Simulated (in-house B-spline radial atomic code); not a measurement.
Radial electron density of Ba⁷⁺, [Kr] 4d10 5s2 5p1. Computed with an all-electron radial atomic-structure program (B-spline basis): scalar-relativistic (X2C) revTPSS, spin-polarised, spherical fractional occupations, Fermi nucleus of rms radius 4.8378 fm.

One-electron X2C: radii and densities carry no picture-change correction, so inner-shell <1/r> comes out high (for 1s by about 2 % at Z = 33, 5 % at 54, 10 % at 75, 30 % at 118) and <r> low.

Columns: r (bohr), 4πr²n(r) (electrons per bohr), bar.

```
0.000814    2.627 #
   0.001    3.611 ##
 0.00123    4.952 ##
 0.00151    6.737 ###
 0.00186    9.152 ####
 0.00228    12.25 ######
  0.0028    16.28 #######
 0.00345    21.46 ##########
 0.00424    27.77 #############
 0.00521    35.26 ################
  0.0064    43.73 ####################
 0.00786    52.72 ########################
 0.00966    61.46 ############################
  0.0119    68.82 ################################
  0.0146    73.29 ##################################
  0.0179    74.11 ##################################
   0.022    71.31 #################################
  0.0271    66.57 ###############################
  0.0333    63.53 #############################
  0.0409       66 ##############################
  0.0502    75.29 ###################################
  0.0617    87.86 ########################################
  0.0759    95.52 ############################################
  0.0932    91.58 ##########################################
   0.115    78.51 ####################################
   0.141    69.39 ################################
   0.173    72.75 ##################################
   0.213    81.11 #####################################
   0.261    76.28 ###################################
   0.321    54.13 #########################
   0.395     32.8 ###############
   0.485    28.15 #############
   0.596    32.43 ###############
   0.732    30.09 ##############
     0.9    19.88 #########
    1.11    10.33 #####
    1.36    5.495 ###
    1.67    3.013 #
    2.05    1.307 #
    2.52    0.352 
     3.1  0.05201 
    3.81  0.00371 
    4.68 0.0001137 
    5.75 1.105e-06
```

On this grid the curve has 4 maxima, near 0.0179, 0.0759, 0.213, 0.596 bohr.

The 5s up radial function P(r) = rR(r), positive near the nucleus:

```csv
r (bohr),P
0.000357,0.01929
0.000539,0.02676
0.000814,0.03694
0.00123,0.05065
0.00186,0.06867
0.0028,0.09114
0.00424,0.1179
0.0064,0.1449
0.00966,0.1638
0.0146,0.158
0.022,0.1036
0.0333,-0.01838
0.0502,-0.1777
0.0759,-0.2527
0.115,-0.07069
0.173,0.2842
0.261,0.2963
0.395,-0.2858
0.596,-0.5047
0.9,0.3218
1.36,0.9882
2.05,0.6038
3.1,0.104
4.68,0.003544
```
